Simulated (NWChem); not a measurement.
System: C₄H₄O₂; SMILES c1ccc(O)o1

Here is an NWChem input.

```
start job
memory heap 200 mb stack 900 mb global 1100 mb
geometry units angstroms
  O      1.965731    -0.145871    -0.257416
  C      0.646233     0.032897    -0.028852
  C     -0.038023     0.976521     0.676645
  C     -1.407583     0.623705     0.542436
  C     -1.437952    -0.493063    -0.225381
  O     -0.182072    -0.860716    -0.579180
  H      2.461382     0.551721     0.184256
  H      0.369697     1.806303     1.216510
  H     -2.244195     1.140241     0.965411
  H     -2.239399    -1.105401    -0.583801
end
basis spherical
  * library def2-svp
end
dft
  xc pbe0
  iterations 150
end
driver
  maxiter 120
end
task dft optimize
task dft freq
```

The level has its own optimisation; frequencies are unscaled. Brackets give each atom's bonded neighbours.

Problem. Give the results of this calculation. (PBE0/def2-SVP.) Quantities: r C–O [C(COO)–O(CH)] (Å); r H–O (Å); r C–C [C(CCH)–C(COO)] (Å); r C–O [C(COO)–O(CC)] (Å); highest harmonic frequency (cm⁻¹); lowest (cm⁻¹); zero-point energy (kcal/mol); dipole (D).

Solution. 
```
Quantity                           Value
---------------------------------  -----
r C–O [C(COO)–O(CH)] (Å)           1.333
r H–O (Å)                          0.962
r C–C [C(CCH)–C(COO)] (Å)          1.367
r C–O [C(COO)–O(CC)] (Å)           1.333
highest harmonic frequency (cm⁻¹)   3914
lowest (cm⁻¹)                        263
zero-point energy (kcal/mol)        47.2
dipole (D)                          1.89
```
